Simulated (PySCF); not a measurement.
## Dy⁵²⁺: ionisation energy

Dy⁵²⁺ [Ne] 3s2 3p2 (3P) → Dy⁵³⁺ [Ne] 3s2 3p1 (2P), as a difference of total energies. All numbers are calculated (PySCF 2.14, no relativity, point nucleus, in an even-tempered Gaussian basis (16 s from 12 bohr⁻², ratio 2.5; 10 p from 16 bohr⁻², ratio 2.5; 4 d from 62 bohr⁻², ratio 2.7; 4 f from 93 bohr⁻², ratio 2.7)). Correlated levels: outer shells: 1s2 frozen; virtual orbitals above 40 to 60 times the deepest correlated orbital energy dropped. The calculations carry no spin-orbit coupling.

```tsv
method	ionisation energy (eV)
UHF	4688.7
LDA	4690.3
PBE	4691.1
PBE0	4690.8
r2SCAN	4691.1
MN15	4701.9
BP86	4691.6
MP2 (outer shells)	4688.8
SCS-MP2 (outer shells)	4688.5
```

Spin-orbit coupling is strong in these open shells (close to jj coupling). The scalar numbers leave it out and a first-order estimate fails, so it can dominate the gap to the real levels.

The gap to the reference is mostly relativistic.

For comparison: 4945 ± 4 eV (theoretical estimate listed by NIST; NIST Atomic Spectra Database, ionization energies).
